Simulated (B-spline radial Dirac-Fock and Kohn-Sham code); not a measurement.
# Core and valence levels of Gd²⁶⁺

System: gadolinium as Gd²⁶⁺, 1s2 2s2 2p6 3s2 3p6 3d10 4s2 4p6 4d2; nuclear rms radius 5.1569 fm (A = 158).

The run's input, task.json:

```json
{"items": [{
  "Z": 64,
  "q": 26,
  "cfg": [[1, 0, 2], [2, 0, 2], [2, 1, 6], [3, 0, 2], [3, 1, 6], [3, 2, 10], [4, 0, 2], [4, 1, 6], [4, 2, 2]],
  "A": 158,
  "rrms": 5.1569,
  "do": ["binding"]
}]}
```

Command: `python xray_run.py task.json out`

Level of theory: Dirac-Fock (average of configuration) total-energy differences with a finite nucleus, the Breit interaction including its frequency dependence, and self-energy and vacuum-polarisation corrections; a B-spline atomic structure program. Correlation and solid-state effects are left out. Energies are counted from the vacuum level.

All terms are in eV, carry their sign (relaxation lowers the binding energy) and add up to the binding energy; ⟨r⟩ is the mean radius of the orbital in the initial state.

| subshell | −ε (Koopmans) | relaxation | Breit | QED | binding energy | ⟨r⟩ (bohr) |
| --- | --- | --- | --- | --- | --- | --- |
| K (1s) | 51398.4 | -57.48 | -142.84 | -73.52 | 51124.6 | 0.022 |
| L1 (2s) | 9318.6 | -24.72 | -15.17 | -10.02 | 9268.7 | 0.093 |
| L2 (2p1/2) | 8872.2 | -28.64 | -24.90 | 0.39 | 8819.0 | 0.077 |
| L3 (2p3/2) | 8174.0 | -26.58 | -15.90 | -0.71 | 8130.8 | 0.084 |
| M1 (3s) | 2755.4 | -6.36 | -2.76 | -2.25 | 2744.0 | 0.241 |
| M2 (3p1/2) | 2563.0 | -6.99 | -4.61 | 0.06 | 2551.5 | 0.231 |
| M3 (3p3/2) | 2414.3 | -6.36 | -2.76 | -0.16 | 2405.0 | 0.243 |
| M4 (3d3/2) | 2087.7 | -8.07 | -1.93 | 0.21 | 2077.9 | 0.216 |
| M5 (3d5/2) | 2055.6 | -7.79 | -1.21 | 0.12 | 2046.7 | 0.220 |
| N1 (4s) | 1144.1 | -0.88 | -0.76 | -0.63 | 1141.8 | 0.511 |
| N2 (4p1/2) | 1059.3 | -0.93 | -1.22 | 0.02 | 1057.2 | 0.514 |
| N3 (4p3/2) | 1018.2 | -0.84 | -0.72 | -0.04 | 1016.6 | 0.533 |
| N4,5 (4d) | 889.7 | -0.84 | -0.32 | 0.04 | 888.6 | 0.538 |

For the deepest level, K (1s), the Breit terms make up -0.279 % of the binding energy, QED -0.144 % and orbital relaxation -0.112 %.

Going to the tabulated ground configuration of the next ion removes an electron from N4,5 (4d), computed at 888.6 eV. NIST lists 895 ± 4 eV as the ionisation energy of this species (theoretical), +6.38 eV from the computed value. Where a p, d or f shell is open in either ion the computed value averages over both j values and all terms, while the table refers to the lowest levels; that difference holds spin-orbit splitting (largest in heavy or highly charged ions), term energies where several electrons share open shells, and correlation, and it can reach 10 % or more.
